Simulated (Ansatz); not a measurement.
Ansatz (a first-principles code) input:

Ansatz 0.2 input:
```yaml
crystal:
  periodic: [false, false, false]
  atoms:
    - {symbol: C, position_ang: [2.12769134, -0.26899707, -0.18847768]}
    - {symbol: Sn, position_ang: [0.02498224, -0.00315842, -0.00221301]}
    - {symbol: O, position_ang: [-0.98100406, -0.92092891, -1.43232538]}
    - {symbol: O, position_ang: [-0.50511782, 1.89739064, -0.08246076]}
    - {symbol: O, position_ang: [-0.67544863, -0.70318143, 1.70626494]}
    - {symbol: H, position_ang: [2.38469396, -0.29863783, -1.24476738]}
    - {symbol: H, position_ang: [2.63034926, 0.56477379, 0.29612322]}
    - {symbol: H, position_ang: [2.40624789, -1.20438554, 0.29124255]}
    - {symbol: H, position_ang: [-1.69469070, -1.46299308, -1.07788220]}
    - {symbol: H, position_ang: [-1.21893377, 2.04448428, -0.71304969]}
    - {symbol: H, position_ang: [-1.23036250, -0.05758046, 2.15801946]}
basis:
  gaussian:
    orbitals: def2-TZVPD
hamiltonian:
  xc: {name: HSE06}
output: {forces: true}
```

Q: Which total energy does the run end on?

A: -481.57662 Eh (HSE06/def2-TZVPD). The basis has 267 functions.
